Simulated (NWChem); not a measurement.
System: CH3ISn, singlet; SMILES [CH3][Sn][I]

```xyz
6

Sn    -0.3080     1.2872    -0.0060
I      0.0497    -1.4484     0.0071
C      1.8405     1.7538    -0.0014
H      2.0103     2.8416    -0.0233
H      2.3277     1.2911    -0.8749
H      2.3111     1.3313     0.9014
```
Atoms are numbered in this order, from 1.

Computed with NWChem. Low-valent species are run as closed-shell singlets; no triplet was tried in these runs. The geometry was optimised at PBE0/def2-SVP. def2 effective core potentials on Sn, I; no spin-orbit coupling. B3LYP is NWChem's, with the RPA form of VWN correlation. Static field.

For level B3LYP/def2-SVPD:

| Item | Result |
|---|---|
| isotropic polarisability (bohr³) | 98.9 |
| anisotropy (bohr³) | 49.4 |

### Question
Estimate the same quantities for level PBE/def2-SVPD.

### Answer
isotropic polarisability (bohr³): 101.0
anisotropy (bohr³): 51.1
